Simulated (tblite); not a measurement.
A geometry optimisation, step by step.

Compound: C7H5ClO3S.
SMILES with atom numbers: `[O:1]=[CH:2][c:3]1[cH:4][cH:5][c:6]([S:7](=[O:8])(=[O:9])[Cl:10])[cH:11][cH:12]1` (hydrogens: H13 on C2; H14 on C4; H15 on C5; H16 on C11; H17 on C12)

Computed with GFN2-xTB (tblite), gas phase: L-BFGS steps from a force-field or distance-geometry start until the largest atomic force falls under 0.01 eV/Å. 6 of its 66 geometries are shown.

Step 0: E = -1019.5950 eV, largest atomic force 5.999 eV/Å
```
atom  x, y, z in Å  |  force x, y, z in eV/Å
O1     -3.739   -0.976   -0.536    1.332   3.548   1.541
C2     -3.153    0.048   -0.067   -1.123  -4.222  -1.691
C3     -1.669    0.014   -0.013   -0.648   0.925   0.203
C4     -0.971    1.111    0.489   -0.043   0.416   0.419
C5      0.409    1.112    0.558    0.296  -0.018  -0.222
C6      1.098    0.007    0.076   -0.660  -0.232  -0.433
S7      2.870   -0.050    0.110    3.985  -2.606   3.649
O8      3.444    0.743    1.242   -1.772  -0.866  -2.613
O9      3.362   -1.486    0.220   -1.849   3.453  -0.992
Cl10    3.689    0.710   -1.623   -0.518  -0.086   0.274
C11     0.430   -1.103   -0.446   -0.229   0.675   0.278
C12    -0.969   -1.081   -0.482    0.886  -0.746  -0.269
H13    -3.716    0.903    0.319    0.205  -0.031  -0.074
H14    -1.495    1.985    0.872   -0.020  -0.281  -0.163
H15     0.907    1.987    0.960    0.197  -0.318  -0.087
H16     0.979   -1.962   -0.800    0.070   0.136   0.053
H17    -1.482   -1.947   -0.890   -0.108   0.252   0.128
```

Step 13: E = -1020.4005 eV, largest atomic force 0.175 eV/Å
```
atom  x, y, z in Å  |  force x, y, z in eV/Å
O1     -3.754   -0.927   -0.517   -0.104  -0.105  -0.037
C2     -3.111   -0.014   -0.080    0.089   0.145   0.039
C3     -1.635    0.020   -0.026    0.033  -0.038  -0.010
C4     -0.955    1.125    0.491    0.039   0.000   0.004
C5      0.430    1.119    0.533    0.020  -0.062  -0.026
C6      1.092    0.007    0.056    0.034   0.011   0.037
S7      2.860   -0.089    0.197    0.070   0.034  -0.003
O8      3.331    0.780    1.224   -0.010   0.044  -0.005
O9      3.263   -1.456    0.195    0.062  -0.058   0.003
Cl10    3.493    0.702   -1.579   -0.091   0.004   0.041
C11     0.452   -1.098   -0.462   -0.014  -0.029   0.020
C12    -0.930   -1.091   -0.499    0.005   0.023  -0.022
H13    -3.595    0.898    0.318   -0.016   0.026   0.021
H14    -1.510    1.971    0.870    0.012  -0.018  -0.036
H15     1.010    1.934    0.939   -0.073  -0.008  -0.004
H16     1.045   -1.938   -0.791   -0.068   0.032  -0.002
H17    -1.492   -1.931   -0.879    0.010  -0.001  -0.020
```

Step 26: E = -1020.4131 eV, largest atomic force 0.059 eV/Å
```
atom  x, y, z in Å  |  force x, y, z in eV/Å
O1     -3.781   -0.900   -0.500    0.051   0.029   0.002
C2     -3.110    0.003   -0.081   -0.017  -0.007   0.007
C3     -1.631    0.013   -0.041   -0.023   0.015  -0.023
C4     -0.947    1.114    0.476    0.011  -0.030   0.010
C5      0.436    1.094    0.541   -0.007  -0.010   0.010
C6      1.100   -0.029    0.093   -0.007  -0.002  -0.005
S7      2.872   -0.087    0.220   -0.030  -0.015   0.016
O8      3.336    0.808    1.228   -0.010   0.020  -0.026
O9      3.331   -1.436    0.213   -0.004   0.017  -0.018
Cl10    3.382    0.723   -1.581    0.013   0.017  -0.015
C11     0.452   -1.118   -0.452   -0.015  -0.007   0.010
C12    -0.929   -1.097   -0.517   -0.001   0.008   0.027
H13    -3.569    0.922    0.330   -0.007   0.010  -0.010
H14    -1.496    1.974    0.834    0.012  -0.034  -0.025
H15     1.003    1.918    0.943    0.013  -0.016   0.022
H16     1.031   -1.960   -0.797    0.015  -0.014   0.022
H17    -1.487   -1.930   -0.919    0.004   0.020  -0.002
```

Step 39: E = -1020.4158 eV, largest atomic force 0.030 eV/Å
```
atom  x, y, z in Å  |  force x, y, z in eV/Å
O1     -3.779   -0.887   -0.511   -0.015  -0.014  -0.022
C2     -3.106    0.015   -0.093   -0.001   0.014   0.005
C3     -1.630    0.015   -0.048    0.005   0.008   0.000
C4     -0.942    1.108    0.480    0.011   0.006   0.000
C5      0.439    1.078    0.556    0.014  -0.014   0.011
C6      1.098   -0.046    0.104    0.008  -0.015   0.002
S7      2.870   -0.078    0.212    0.014   0.020  -0.011
O8      3.326    0.833    1.210    0.014   0.002   0.008
O9      3.356   -1.417    0.203   -0.004   0.000  -0.006
Cl10    3.353    0.742   -1.596   -0.015  -0.010   0.010
C11     0.448   -1.135   -0.437   -0.003  -0.002  -0.013
C12    -0.932   -1.102   -0.515   -0.005  -0.009   0.022
H13    -3.562    0.937    0.314   -0.018   0.015  -0.010
H14    -1.487    1.972    0.829   -0.016  -0.010   0.012
H15     1.012    1.891    0.974    0.000   0.004  -0.014
H16     1.023   -1.984   -0.769    0.011   0.010  -0.002
H17    -1.494   -1.928   -0.924   -0.001  -0.003   0.008
```

Step 52: E = -1020.4175 eV, largest atomic force 0.019 eV/Å
```
atom  x, y, z in Å  |  force x, y, z in eV/Å
O1     -3.776   -0.870   -0.553    0.010   0.014   0.009
C2     -3.106    0.026   -0.117    0.004   0.002  -0.014
C3     -1.630    0.011   -0.035   -0.002  -0.008   0.010
C4     -0.939    1.099    0.501   -0.005   0.001  -0.012
C5      0.443    1.066    0.574   -0.010  -0.004   0.014
C6      1.099   -0.057    0.118   -0.002   0.009  -0.002
S7      2.874   -0.071    0.201   -0.006  -0.003   0.013
O8      3.335    0.846    1.190    0.007   0.001   0.003
O9      3.377   -1.404    0.184   -0.010   0.004  -0.015
Cl10    3.311    0.756   -1.614   -0.001  -0.006  -0.009
C11     0.446   -1.146   -0.419    0.006   0.001   0.000
C12    -0.934   -1.111   -0.493    0.005  -0.002   0.004
H13    -3.564    0.959    0.266    0.005  -0.007   0.001
H14    -1.485    1.961    0.855    0.005  -0.001  -0.002
H15     1.020    1.878    0.987   -0.011   0.004   0.001
H16     1.021   -1.994   -0.756    0.001  -0.008   0.003
H17    -1.498   -1.937   -0.899    0.004   0.004  -0.005
```

Step 65: E = -1020.4179 eV, largest atomic force 0.009 eV/Å
```
atom  x, y, z in Å  |  force x, y, z in eV/Å
O1     -3.776   -0.863   -0.565    0.000  -0.004  -0.003
C2     -3.104    0.030   -0.126    0.004   0.001   0.005
C3     -1.629    0.008   -0.033    0.004   0.000  -0.006
C4     -0.941    1.097    0.505   -0.003   0.000   0.003
C5      0.440    1.066    0.585   -0.002   0.001   0.000
C6      1.099   -0.056    0.129    0.000   0.003   0.000
S7      2.874   -0.071    0.196    0.002   0.002  -0.004
O8      3.349    0.842    1.183    0.002  -0.001  -0.001
O9      3.374   -1.405    0.168    0.000  -0.003   0.002
Cl10    3.292    0.756   -1.624   -0.004   0.000   0.005
C11     0.449   -1.147   -0.409    0.003   0.004  -0.003
C12    -0.931   -1.113   -0.487    0.003  -0.006   0.006
H13    -3.559    0.965    0.253   -0.006   0.000   0.000
H14    -1.490    1.958    0.856    0.002   0.005   0.000
H15     1.012    1.881    0.998    0.001  -0.004  -0.002
H16     1.027   -1.993   -0.743   -0.005   0.001   0.002
H17    -1.492   -1.941   -0.896   -0.001   0.001  -0.003
```

Question: Summarise the path.

Answer: The energy falls by 0.8229 eV from step 0 to step 65; nine tenths of that is first reached at step 6. It falls at every step. The largest force goes from 5.999 to 0.009 eV/Å. Among the bonds S7=O9 changes most, from 1.522 to 1.425 Å; the atoms move by 0.134 Å rms after alignment.

What follows is the cost of the whole relaxation. Time: 1.3 s wall. Hardware: an Intel Xeon Platinum 8259CL at 2.50 GHz with one thread, no GPU, shared host with 96 logical CPUs at a one-minute load of 41.
